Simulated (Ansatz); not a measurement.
Ansatz (a first-principles code) input (CCSD(T)/aug-cc-pV(D+d)Z):
A basis named .json is the Basis Set Exchange file of that set.

Ansatz 0.2 input:
```yaml
crystal:
  periodic: [false, false, false]
  atoms:
    - {symbol: Si, position_ang: [0.23468825, -0.08470397, 0.27666718]}
    - {symbol: C, position_ang: [1.71542561, -0.30152242, -0.66404335]}
    - {symbol: C, position_ang: [-1.33051646, -1.20708559, 0.04234217]}
    - {symbol: C, position_ang: [-0.53748339, 1.65610023, 0.05086108]}
    - {symbol: H, position_ang: [0.47506897, -0.25505759, 1.76220974]}
    - {symbol: H, position_ang: [2.41859180, -1.09030171, -0.39896841]}
    - {symbol: H, position_ang: [1.72476534, -0.05963558, -1.72770543]}
    - {symbol: H, position_ang: [-1.06395611, -2.25724163, 0.19761284]}
    - {symbol: H, position_ang: [-1.71414926, -1.11757809, -0.98084355]}
    - {symbol: H, position_ang: [-2.14558131, -0.95546912, 0.73545934]}
    - {symbol: H, position_ang: [-0.72298986, 1.83803589, -1.01374865]}
    - {symbol: H, position_ang: [-1.49136236, 1.76768116, 0.57798990]}
    - {symbol: H, position_ang: [0.14942274, 2.43046883, 0.39969412]}
basis:
  gaussian:
    orbitals: aug-cc-pV_D+d_Z.json
total_charge: -1
magnetization: {spin_polarized: false}
correlation: {method: ccsd_t, electrons: outside_noble_gas}
output: {forces: true}
```

End of the output:

```
cycle   5  -17.66318265 eV  change    3.2e-3 eV  update   4.6e-3
cycle   6  -17.66256176 eV  change    6.2e-4 eV  update   2.5e-3
cycle   7  -17.66267113 eV  change   -1.1e-4 eV  update   1.3e-3
cycle   8  -17.66262039 eV  change    5.1e-5 eV  update   6.1e-4
cycle   9  -17.66263101 eV  change   -1.1e-5 eV  update   2.6e-4
cycle  10  -17.66273973 eV  change   -1.1e-4 eV  update   1.2e-4
cycle  11  -17.66267988 eV  change    6.0e-5 eV  update   7.5e-5
cycle  12  -17.66265960 eV  change    2.0e-5 eV  update   4.3e-5
cycle  13  -17.66266209 eV  change   -2.5e-6 eV  update   2.3e-5
cycle  14  -17.66265425 eV  change    7.8e-6 eV  update   1.1e-5
cycle  15  -17.66265719 eV  change   -2.9e-6 eV  update   4.6e-6
cycle  16  -17.66265946 eV  change   -2.3e-6 eV  update   2.5e-6
perturbative correction -0.63416711 eV, -0.0233052114 hartree
the calculation of the forces begins
1.06 GiB of device memory are held for the factors and their scratch space
Total energy: -11113.75667968 eV, -408.4230248033 hartree
Atom 0 at     0.234688    -0.084704     0.276667 Å, force    -0.517660     0.037838     0.368153 eV/Å
Atom 1 at     1.715426    -0.301522    -0.664043 Å, force     0.246087     0.129126    -0.021427 eV/Å
Atom 2 at    -1.330516    -1.207086     0.042342 Å, force     0.302999     0.219931     0.065881 eV/Å
Atom 3 at    -0.537483     1.656100     0.050861 Å, force     0.150336    -0.338065     0.064052 eV/Å
Atom 4 at     0.475069    -0.255058     1.762210 Å, force     0.042022    -0.013784     0.121447 eV/Å
Atom 5 at     2.418592    -1.090302    -0.398968 Å, force     0.378295    -0.385756     0.142272 eV/Å
Atom 6 at     1.724765    -0.059636    -1.727705 Å, force     0.022751     0.156372    -0.537225 eV/Å
Atom 7 at    -1.063956    -2.257242     0.197613 Å, force     0.113560    -0.492156     0.064689 eV/Å
Atom 8 at    -1.714149    -1.117578    -0.980844 Å, force    -0.182895     0.041148    -0.475485 eV/Å
Atom 9 at    -2.145581    -0.955469     0.735459 Å, force    -0.348006     0.130338     0.311609 eV/Å
Atom 10 at    -0.722990     1.838036    -1.013749 Å, force    -0.088615     0.091741    -0.493843 eV/Å
Atom 11 at    -1.491362     1.767681     0.577990 Å, force    -0.431700     0.046782     0.235750 eV/Å
Atom 12 at     0.149423     2.430469     0.399694 Å, force     0.312825     0.376484     0.154129 eV/Å
Dipole moment:    -0.884595     0.147860     0.146179 e Å
```

It need not be the lowest isomer of its formula. Whether it binds its extra electron was not tested at this geometry.
